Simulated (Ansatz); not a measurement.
A nudged elastic band was laid between two geometries of CH6Ge + H (9 atoms, charge 0, multiplicity 2).

Computed with UKS PBE0-D4/def2-SVP (Ansatz).

| Quantity | Value |
| --- | --- |
| movable images | 5 |
| climbing image | yes |
| spring | 5.0 eV/Å² |
| optimiser | quadratic models (default) |
| start path | straight line |
| force threshold | 0.05 eV/Å |
| iteration limit | 60 |
| end points | relaxed |

Image 0:

```xyz
9
Properties=species:S:1:pos:R:3
Ge 0.026 0.005 -0.195
H -0.143 -0.228 1.319
H 1.530 0.141 -0.504
C -0.929 1.616 -0.748
H -2.000 1.525 -0.517
H -0.532 2.496 -0.222
H -0.817 1.777 -1.830
H -0.518 -1.224 -0.949
H -0.104 -0.068 4.191
```

Image 6:

```xyz
9
Properties=species:S:1:pos:R:3
Ge 0.039 -0.041 -0.433
H -0.109 -0.094 2.972
H 1.554 0.109 -0.720
C -0.933 1.600 -0.880
H -2.002 1.490 -0.644
H -0.529 2.451 -0.313
H -0.828 1.811 -1.957
H -0.524 -1.258 -1.209
H -0.154 -0.028 3.730
```

Task: Which bonds break or form, and what moves?

Result: Bonds broken: Ge1–H2. Bonds formed: H2–H9. CH6Ge + H becomes CH5Ge + H2.

Task: What energy profile does the band end with?

Result: It converged. The highest image is number 2 of 0 to 6, 0.041 eV above the first end and 0.729 eV above the last; the last end lies 0.687 eV below the first. Another band between the same ends (5 images) ends at a top of the same energy, where a vibrational analysis finds 1 clearly imaginary mode.

```tsv
image	path coordinate (Å)	energy (eV)	Ge1–H2 (Å)	H2–H9 (Å)
0	0.00	0.000	1.54	2.88
1	0.67	0.008	1.54	2.28
2	1.33	0.041	1.57	1.55
3	2.01	-0.568	2.34	0.79
4	2.70	-0.672	2.89	0.77
5	3.38	-0.688	3.42	0.76
6	4.06	-0.687	3.41	0.76
```

Task: What is the geometry of the highest image?

Result: 
```xyz
9
Properties=species:S:1:pos:R:3
Ge 0.042 0.028 -0.017
H -0.080 -0.058 1.548
H 1.538 0.113 -0.379
C -0.919 1.596 -0.673
H -1.992 1.509 -0.450
H -0.536 2.509 -0.195
H -0.795 1.694 -1.762
H -0.544 -1.264 -0.620
H -0.199 -0.087 3.095
```

The band took 18 iterations and of the order of 6 core-minutes.

The run took 3.3 min on 2 threads of Arm Neoverse V1 (shared host), peak memory 0.22 GiB.
